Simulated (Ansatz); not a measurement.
Relaxation of CH₅AlINO (10 atoms, charge 0, multiplicity 1), to a largest force component of 0.015 eV/Å in at most 40 steps.

These are results of Ansatz, RKS revPBE/def2-SVP, not measurements.

```xyz
10
Properties=species:S:1:pos:R:3:forces:R:3
N -1.303 -1.110 -1.019 -1.03 1.81 0.17
Al 0.193 -0.583 -0.023 0.50 -0.75 -0.18
O 1.402 -1.854 0.416 -1.02 1.14 -0.28
C 0.538 1.321 0.536 -3.20 -0.91 1.01
I 0.559 2.547 -1.206 0.15 0.46 -0.43
H -2.181 -0.759 -0.467 1.45 -0.66 -1.07
H -1.321 -0.472 -1.888 -0.12 -0.96 1.12
H 1.164 -2.183 1.298 0.22 -0.33 0.19
H -0.381 1.645 1.222 1.54 -0.30 -1.20
H 1.413 1.397 1.134 1.51 0.51 0.68
```

Task: Where does it end, and by what steps?

Result: The forces met the threshold. After 15 steps the energy has fallen by 0.988 eV; H7 moved furthest, 1.60 Å.

```
step  energy less start (eV)  largest force component (eV/Å)  accepted
   0                  0.0000                           3.204       yes
   1                 -0.3356                           1.032       yes
   2                 -0.4164                           0.892       yes
   3                 -0.5483                           0.731       yes
   4                 -0.6407                           0.570       yes
   5                 -0.7314                           0.617       yes
   6                 -0.8144                           0.546       yes
   7                 -0.8804                           0.407       yes
   8                 -0.9311                           0.340       yes
   9                 -0.9633                           0.247       yes
  10                 -0.9821                           0.093       yes
  11                 -0.9703                           0.351        no
  12                 -0.9861                           0.049       yes
  13                 -0.9865                           0.217       yes
  14                 -0.9868                           0.255       yes
  15                 -0.9881                           0.006       yes
```

```xyz
10
Properties=species:S:1:pos:R:3
N -1.400 -0.924 -0.728
Al 0.118 -0.434 0.084
O 1.406 -1.535 0.426
C 0.381 1.412 0.728
I 1.272 2.464 -1.013
H -2.154 -0.279 -0.977
H -1.604 -1.848 -1.114
H 1.458 -2.440 0.085
H -0.522 2.001 0.975
H 1.128 1.531 1.536
```

The run took 44 s on 2 threads of Arm Neoverse V1, on a shared host, peak memory 0.18 GiB.
